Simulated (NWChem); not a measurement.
# CBr₂F₂; SMILES BrC(Br)(F)F

All runs: NWChem. This build's default masses of Se (78.918 u) and Br (79.917 u) are each other's, which moves their modes by up to 0.6 %. The level has its own optimisation; frequencies are unscaled.

Q: Estimate the computed values for Hartree-Fock/3-21G. Quantities: r C–F (Å); r Br–C (Å); highest harmonic frequency (cm⁻¹); lowest (cm⁻¹); zero-point energy (kcal/mol); dipole (D).

A: 
```yaml
r C–F (Å): 1.346
r Br–C (Å): 1.974
highest harmonic frequency (cm⁻¹): 1341
lowest (cm⁻¹): 168
zero-point energy (kcal/mol): 7.9
dipole (D): 1.10
```
